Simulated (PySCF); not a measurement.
## Does the structure fit the spectrum?

A compound C$_{6}$H$_{11}$NOSi gives the data below (simulated from a calculation) and was assigned the structure `CO[SiH2]/C=C/CCC#N`.

13C{1H} NMR (computed): δ 148.5 (CH), 127.0 (CH2), 123.4 (C), 68.7 (CH), 52.5 (CH), 18.9 (CH3).

1H NMR (400 MHz, computed): δ 5.74 (m, 1H), 5.68 (m, 1H), 5.58 (m, 1H), 4.83 (s, 3H), 3.53 (d, 1H), 2.46 (m, 1H), 1.24 (d, 3H).

No relativistic terms, in vacuum, one computed conformer, rapidly exchanging positions averaged. Geometry: GFN2-xTB; GIAO PBE0/pcSseg-1 shieldings; PySCF.

Chemical shifts δ = σref − σ; TMS for 1H (31.72 ppm), 13C (186.93 ppm), all at this level.

Q: Compare with the shifts computed for the proposed structure, pairing carbons in order of shift.

A: Mapped SMILES: `[CH3:1][O:2][SiH2:3]/[CH:4]=[CH:5]/[CH2:6][CH2:7][C:8]#[N:9]`; H(Xn) means a hydrogen on atom n.

| atom | computed for proposal | given list | difference |
| --- | --- | --- | --- |
| C5 | 156.1 | 148.5 | +7.6 |
| C4 | 131.1 | 127.0 | +4.1 |
| C8 | 123.6 | 123.4 | +0.2 |
| C1 | 54.2 | 68.7 | -14.5 |
| C6 | 40.9 | 52.5 | -11.6 |
| C7 | 18.1 | 18.9 | -0.8 |

The rms difference is 8.4 ppm and the largest -14.5 ppm at C1 (methyl carbon bonded to O). The carbon types in order of shift don't match either: CH, CH, C, CH3, CH2, CH2 for the proposal against CH, CH2, C, CH, CH, CH3 in the data. The proposal doesn't fit.

Q: Which isomer fits?

A: `C=C[C@@H](C)[C@H](C#N)O[SiH3]`.

- Carbon types of the structure: 1 × C, 3 × CH, 1 × CH2, 1 × CH3, leaving 3 H on heteroatoms.
- δC 148.5: alkene CH; an sp2 carbon of a C=C bond.
- δC 127.0: terminal =CH2 carbon; the olefinic region.
- δC 123.4: nitrile carbon; C≡N carbons fall here, among the sp2 signals but without a proton.
- δC 68.7: sp3 CH bonded to O, α to a nitrile; pulled downfield by the heteroatom.

This is the structure that produced the data.

Shifts are as computed. Against solution values, carbons near 30 ppm lie about +3 ppm off and those near 130 ppm about +5 ppm. Of 1211 compounds with measured shifts, 218 miss one by over three times the rms of a fit or turn the order of signals round; such compounds aren't used in these exercises. Multiplicities follow the n + 1 count of equivalent neighbours, as no J values were calculated; m marks all less simple cases, F and P coupling included.
